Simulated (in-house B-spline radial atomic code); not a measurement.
Radial electron density of Tc⁸⁺, [Ar] 3d10 4s2 4p5. Level of theory: non-relativistic RPBE, spin-polarised, spherical fractional occupations, point nucleus; calculated with a radial B-spline atomic code at the basis-set limit.

Columns: r (bohr), 4πr²n(r) (electrons per bohr), bar.

```
 0.00147     1.33 #
 0.00178    1.898 #
 0.00215    2.683 ##
 0.00261      3.8 ###
 0.00316    5.313 ####
 0.00382    7.336 #####
 0.00463    10.05 #######
 0.00561    13.57 #########
 0.00679    17.96 ############
 0.00822    23.29 ################
 0.00996    29.47 ####################
  0.0121    36.26 ########################
  0.0146    42.73 #############################
  0.0177    48.45 ################################
  0.0214    52.23 ###################################
  0.0259    53.44 ####################################
  0.0314    51.93 ###################################
   0.038    48.75 #################################
  0.0461    46.03 ###############################
  0.0558    46.44 ###############################
  0.0676    51.36 ##################################
  0.0818    59.28 ########################################
  0.0991    65.81 ############################################
    0.12    65.88 ############################################
   0.145    58.36 #######################################
   0.176    47.86 ################################
   0.213    42.65 ############################
   0.258    45.73 ###############################
   0.313    51.18 ##################################
   0.379    49.32 #################################
   0.458    37.75 #########################
   0.555    22.98 ###############
   0.672    13.56 #########
   0.814    10.74 #######
   0.986    9.846 #######
    1.19    7.289 #####
    1.45    3.594 ##
    1.75    1.205 #
    2.12   0.2475 
    2.57   0.0284 
    3.11  0.00165 
    3.77 4.526e-05
```

On this grid the curve has 3 maxima, near 0.0259, 0.12, 0.313 bohr.

The 4s down radial function P(r) = rR(r), positive near the nucleus:

```json
{"r (bohr)": "0.000465", "P": "0.01535"}
{"r (bohr)": "0.000682", "P": "0.0223"}
{"r (bohr)": "0.001", "P": "0.03226"}
{"r (bohr)": "0.00147", "P": "0.04645"}
{"r (bohr)": "0.00215", "P": "0.06594"}
{"r (bohr)": "0.00316", "P": "0.09267"}
{"r (bohr)": "0.00463", "P": "0.1271"}
{"r (bohr)": "0.00679", "P": "0.1686"}
{"r (bohr)": "0.00996", "P": "0.2125"}
{"r (bohr)": "0.0146", "P": "0.2456"}
{"r (bohr)": "0.0214", "P": "0.2434"}
{"r (bohr)": "0.0314", "P": "0.1698"}
{"r (bohr)": "0.0461", "P": "-0.004793"}
{"r (bohr)": "0.0676", "P": "-0.2512"}
{"r (bohr)": "0.0991", "P": "-0.4196"}
{"r (bohr)": "0.145", "P": "-0.2699"}
{"r (bohr)": "0.213", "P": "0.2528"}
{"r (bohr)": "0.313", "P": "0.6513"}
{"r (bohr)": "0.458", "P": "0.2455"}
{"r (bohr)": "0.672", "P": "-0.7385"}
{"r (bohr)": "0.986", "P": "-1.166"}
{"r (bohr)": "1.45", "P": "-0.664"}
{"r (bohr)": "2.12", "P": "-0.1484"}
{"r (bohr)": "3.11", "P": "-0.009355"}
```
